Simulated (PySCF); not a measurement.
Compound: C6H9FSi (charge +1 and doublet state).
Structure used (GFN2-xTB), in Å, numbered top down from 1:
```
atom  x, y, z in Å
C1     3.6157   -0.5014    1.0228
C2     2.3706   -0.0807    0.4848
C3     1.2949    0.2734    0.0364
Si4   -0.2901    0.8282   -0.6523
C5    -1.6302   -0.6421   -0.7670
C6    -2.4580   -0.2840    0.4567
F7    -2.2501   -1.1688    1.4707
C8    -1.7268    1.0263    0.7089
H9     4.2058    0.3693    1.3137
H10    3.4579   -1.1389    1.8929
H11    4.1758   -1.0581    0.2693
H12   -0.3250    1.7986   -1.7340
H13   -2.1777   -0.5630   -1.6996
H14   -1.1242   -1.5964   -0.6548
H15   -3.5373   -0.2134    0.3057
H16   -2.3252    1.9028    0.4856
H17   -1.2830    1.0603    1.6997
```

As a line formula: `C[C+]=[C][Si@H]1C[C@@H](F)C1` [radical] (charge +1).

Level of theory: UKS B3LYP, pcH-1 on C F H Si, non-relativistic, mean-field spin-orbit, GIAO (PySCF 2.14.0). Isolated species at its GFN2-xTB geometry, gas phase. A GFN2-xTB geometry isn't a minimum of the functional, and hyperfine couplings can be far from their values at a DFT geometry, by a factor of two or more for some ions and for spin on atoms past the first row. No stability test was run, so a lower SCF solution isn't excluded.

(1) Match the computed a_iso(1H) values +64.7, +55.0, +22.4, -14.0, -2.1 MHz (means over equivalent nuclei) with the sites H9/H10/H11; H12; H13/H16; H14/H17; H15.

Answers

(1) 
```
      site  a_iso (MHz)  ρ(0) (bohr⁻³)                                          position  distance from C5 (Å)  bound to  spin population there  largest |T| (MHz)
H9/H10/H11        +22.4        +0.0050                                   5 bonds from C8                  5.98        C1                  -0.01                2.5
       H12        -14.0        -0.0031  2 bonds from C8, on Si4 of spin population +0.11                  2.93       Si4                  +0.11                6.3
   H13/H16        +55.0        +0.0123                                    1 bond from C5                  2.00     C5/C8                  +0.32               17.8
   H14/H17        +64.7        +0.0145                                    1 bond from C5                  2.05     C5/C8                  +0.32               18.0
       H15         -2.1        -0.0005                                   2 bonds from C5                  2.23        C6                  -0.02                5.4
```

ρ(0) is the spin density at the nucleus and T the dipolar tensor; a_iso includes a spin–orbit part; entries for several nuclei are means. The Mulliken spin populations are largest on C5 (+0.32), C8 (+0.31), C2 (+0.15) and Si4 (+0.11). Main spin sites, with 60 % or more of the largest population: C5, C8; positions count bonds from the nearest.

β density exceeds α density at some nuclei, such as Si4 (-0.0602), C6 (-0.0117) and C1 (-0.0053), spin density in bohr⁻³. In a single determinant that takes different orbitals for the two spins, that is spin polarisation.

Nuclei that the bonding pattern makes equivalent are averaged, as if the motion that swaps them (rotation, inversion, ring flip) were fast. The three 1H nuclei of mean +22.4 MHz run from 0.4 to 37.3 MHz in the frozen geometry.

C3, the radical centre as drawn in `C[C+]=[C][Si@H]1C[C@@H](F)C1`, holds a spin population of +0.04 out of 1.

The run took 2.0 min (grids of density and orbitals included) on one thread, Arm Neoverse V2 (aarch64), no GPU, on a shared host, and the process peaked at 1.1 GiB of memory.
